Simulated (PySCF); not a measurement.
Cd(NH2)(SeH) (CdH3NSe), SMILES [NH2][Cd][SeH]. Atoms are numbered in the order given.

```xyz
6

Cd    -0.0147    -0.7341     0.0000
N      0.1424    -2.7566     0.0000
H     -0.2870    -3.1935    -0.8176
H     -0.2870    -3.1935     0.8176
Se     0.0503     1.7386     0.0000
H     -1.4258     1.8089     0.0000
```
Charge 0, spin multiplicity 1.

The structure is a stationary point at B3LYP-D3(BJ)/def2-SVP. The structure was generated by enumeration; whether it is a known compound was not checked. The def2 effective core potentials stand for the cores of Cd; spin–orbit coupling is left out. Other conformers were not sampled.

These are B3LYP/def2-TZVPD in PySCF values and carry that method's errors.

Isolated molecule, no solvent.

```
Property                                                                                                         Value
---------------------------------------------------------------------------------------------  -----------------------
total energy                                                                                       -2626.02971 hartree
point group                                                                                                         Cs
highest occupied level                                                                                        -6.63 eV
lowest empty level                                                                                            -1.57 eV
orbital gap                                                                                                    5.06 eV
dipole moment                                                                                                0.369 e·Å
quadrupole, principal values (traceless, Buckingham form, about the centre of nuclear charge)    -7.83, 2.58, 5.25 D·Å
mean static polarisability                                                                       76.8 bohr³ (11.38 Å³)
polarisability, principal values                                                               59.1, 59.4, 111.8 bohr³
```
